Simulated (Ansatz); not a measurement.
C2H6ClFSn (`C[CH2][SnH]([F])[Cl]`), relaxed with RKS PBE0-D4/def2-TZVP in the Gaussian-basis code of Ansatz from a PBE-D4/def2-SVP geometry. The force threshold is 0.005 eV/Å; the program also tests the step.

Total charge 0; spin multiplicity 1. Sn takes the def2 core potential.

Start:

```xyz
11

C     1.334   -0.382    0.538
C     0.268   -0.722   -0.503
Sn   -1.392    0.666   -0.391
F    -0.619    2.453   -0.648
Cl   -2.121    0.650    1.868
H     0.915   -0.396    1.565
H     2.166   -1.115    0.502
H     1.763    0.625    0.365
H    -0.166   -1.733   -0.354
H     0.649   -0.670   -1.544
H    -2.796    0.624   -1.399
```

```csv
step,energy (eV),largest force (eV/Å),largest move (Å)
1,-23238.4483,0.588,0.000
2,-23238.5182,0.249,0.062
3,-23238.5260,0.032,0.025
4,-23238.5264,0.016,0.015
5,-23238.5265,0.010,0.008
6,-23238.5266,0.006,0.006
7,-23238.5266,0.003,0.003
```

End:

```xyz
11

C     1.329   -0.380    0.532
C     0.250   -0.707   -0.489
Sn   -1.384    0.652   -0.372
F    -0.615    2.394   -0.631
Cl   -2.141    0.691    1.826
H     0.944   -0.429    1.552
H     2.156   -1.092    0.455
H     1.737    0.621    0.378
H    -0.158   -1.710   -0.345
H     0.627   -0.650   -1.514
H    -2.745    0.610   -1.392
```

Hardware: 2 threads of an AMD EPYC 7R13 on a shared host and a share of an NVIDIA H100 80 GB. Wall time 11 s, peak host memory 0.92 GiB.
